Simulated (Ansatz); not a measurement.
C2H9AlOSi can be A, `[CH3][Al]([SiH3])[CH2]O`, or B, `[CH3][AlH][O][SiH2]C`.

Isolated molecules relaxed with PBE0-D4/def2-TZVP in Ansatz; ΔE leaves out vibrations. CBS: MP2 limit from def2 TZ/QZ plus the TZ coupled-cluster correction, frozen cores. DFT in def2-TZVPP. B3LYP here is the variant with VWN-RPA as its local correlation; programs differ in this. One conformer a species, not always the lowest.

(1) Which is lower in electronic energy at CCSD(T)/CBS, and by how much? (Best estimate.)

(2) Give E(B) − E(A) in kcal/mol with CCSD(T)/def2-TZVPP, r2SCAN-D4, HF/def2-TZVPP, B3LYP, CCSD/def2-TZVPP, B2PLYP, ωB97M-V. (Estimate.)

Largest T1 diagnostic: 0.011.

Answers

(1) The calculation gave: B, by 88.4 kcal/mol.

(2) Ansatz gave: CCSD(T)/def2-TZVPP -87.8, r2SCAN-D4 -87.4, HF/def2-TZVPP -94.5, B3LYP -86.9, CCSD/def2-TZVPP -88.9, B2PLYP -89.6, ωB97M-V -88.6. None reverses the order clearly.

From PBE to PBE0 (25 % exact exchange), in def2-TZVPP and without D4, E(B) − E(A) moves by −3.5 kcal/mol. In def2-TZVPP, CCSD(T) changes the Hartree–Fock value by +6.7 kcal/mol (the triples alone add +1.0 kcal/mol) and MP2 by +2.1 kcal/mol.
